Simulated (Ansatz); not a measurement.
Job for Ansatz (a quantum-chemistry and plane-wave program): R-PBE0/def2-TZVPP on H5NOSn (SMILES [NH2][SnH2][OH]), a point of a torsion scan. Elements past Kr take the def2 small-core potentials; no spin–orbit coupling.

Ansatz 0.2 input:
```yaml
crystal:
  periodic: [false, false, false]
  atoms:
    - {symbol: N, position_ang: [1.41437158, -0.37698234, 0.18564479]}
    - {symbol: Sn, position_ang: [-0.30481691, 0.62164346, 0.09247644]}
    - {symbol: O, position_ang: [-1.48026799, -0.78845040, -0.56482108]}
    - {symbol: H, position_ang: [1.36619049, -1.24513289, -0.33220881]}
    - {symbol: H, position_ang: [2.24092183, 0.11568329, -0.12482638]}
    - {symbol: H, position_ang: [-0.40800760, 1.94837546, -0.95508759]}
    - {symbol: H, position_ang: [-0.76543313, 1.04949782, 1.63601139]}
    - {symbol: H, position_ang: [-2.39859005, -0.56993938, -0.70341299]}
basis:
  gaussian:
    orbitals: def2-TZVPP
hamiltonian:
  xc: {name: PBE0}
scf: {lower_state_search: off}
```

Q: Give the final energy of this run.

A: -347.2051 hartree.

Q: How many basis functions does it have, and what does it roughly cost on one machine?

A: 182 functions; around 6 core-seconds (rough).
